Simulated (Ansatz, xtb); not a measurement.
Relative energy of two isomers of C4H4BrNS

Structure a: `Nc1cscc1Br`, a singlet. Structure b: `Nc1sccc1Br`, a singlet. Both are isolated molecules in the gas phase, relaxed with PBE0-D3(BJ)/def2-SVP; the shapes shown needn't be the lowest conformers.

a (Å):

```xyz
11

C     0.5625    0.0790   -1.3682
C     0.5913    0.3675   -0.0211
C     0.1627   -2.0377   -0.4123
C     0.3165   -1.3230   -1.5682
Br    0.2370   -2.0799   -3.2848
N     0.6866    0.9730   -2.4084
S     0.3150   -1.0237    0.9568
H     0.9626    0.5577   -3.2910
H     1.1852    1.8272   -2.1980
H     0.7455    1.3403    0.4421
H    -0.0256   -3.1045   -0.3123
```

b (Å):

```xyz
11

C     0.5751    0.1535   -1.7797
C     0.9109   -0.3809    0.6398
C     0.3408   -1.4141   -0.0428
C     0.1536   -1.1081   -1.4222
Br   -0.5791   -2.2988   -2.6782
N     0.4698    0.7748   -3.0000
S     1.2016    0.9814   -0.3879
H     1.2274    1.3995   -3.2490
H     0.2238    0.1376   -3.7511
H     1.1903   -0.3332    1.6903
H     0.0706   -2.3709    0.4036
```

Quicker runs give these differences E(b) − E(a): GFN2-xTB +0.14 kcal/mol; HF/STO-3G −0.51 kcal/mol (at GFN2-xTB geometries); r2SCAN-D4/def2-SVP +0.89 kcal/mol (at GFN2-xTB geometries).

Estimate which is lower in electronic energy at CCSD(T)/def2-SVP + ΔMP2/def2-TZVPP, and by roughly how much.

CCSD(T)/def2-SVP + ΔMP2/def2-TZVPP gives E(b) − E(a) = +1.42 kcal/mol, favouring structure a, but this leans on the basis-set step: CCSD(T) alone gives +0.59 kcal/mol.

The same difference at several levels:

```csv
level,geometry,E(b) − E(a) (kcal/mol),departure from the last row (kcal/mol),"job, with rough time for the two"
GFN2-xTB,GFN2-xTB,+0.14,−1.28,"optimisation, 0.17 s"
HF/STO-3G,GFN2-xTB,−0.51,−1.93,"single point, 0.94 s"
r2SCAN-D4/def2-SVP,GFN2-xTB,+0.89,−0.53,"single point, 9.6 s"
PBE0-D3(BJ)/def2-SVP,PBE0-D3(BJ)/def2-SVP,+0.71,−0.71,"optimisation, 87 s"
HF/def2-SVP,PBE0-D3(BJ)/def2-SVP,−0.11,−1.53,part of the CCSD(T) run
MP2/def2-SVP,PBE0-D3(BJ)/def2-SVP,+0.96,−0.46,part of the CCSD(T) run
CCSD(T)/def2-SVP,PBE0-D3(BJ)/def2-SVP,+0.59,−0.83,single point
CCSD(T)/def2-SVP + ΔMP2/def2-TZVPP,PBE0-D3(BJ)/def2-SVP,+1.42,,"single point, 3.1 min"
```

As drawn, both hold the same kinds of bond in the same numbers.

HF/STO-3G puts the two in the other order. GFN2-xTB, HF/def2-SVP find them nearly level. The largest departure from CCSD(T)/def2-SVP + ΔMP2/def2-TZVPP is that of HF/STO-3G, 1.93 kcal/mol. The last row adds to CCSD(T) the change of the MP2 difference between the two basis sets, here +0.83 kcal/mol.

With thermal terms from frequencies at re-optimised GFN2-xTB minima (ideal gas, soft modes damped towards free rotors, one conformer each, 298.15 K, 1 atm): on the last row, ΔE + ΔZPE = +1.28, ΔH = +1.36, ΔG = +1.19 kcal/mol.

The correlated steps freeze 19 core orbitals; the filled d shell of Br is correlated, in a basis made for valence electrons. Programs: Ansatz 0.2.0, xtb 6.7.1; the last row on 2 threads of Arm Neoverse V1 on a shared host.
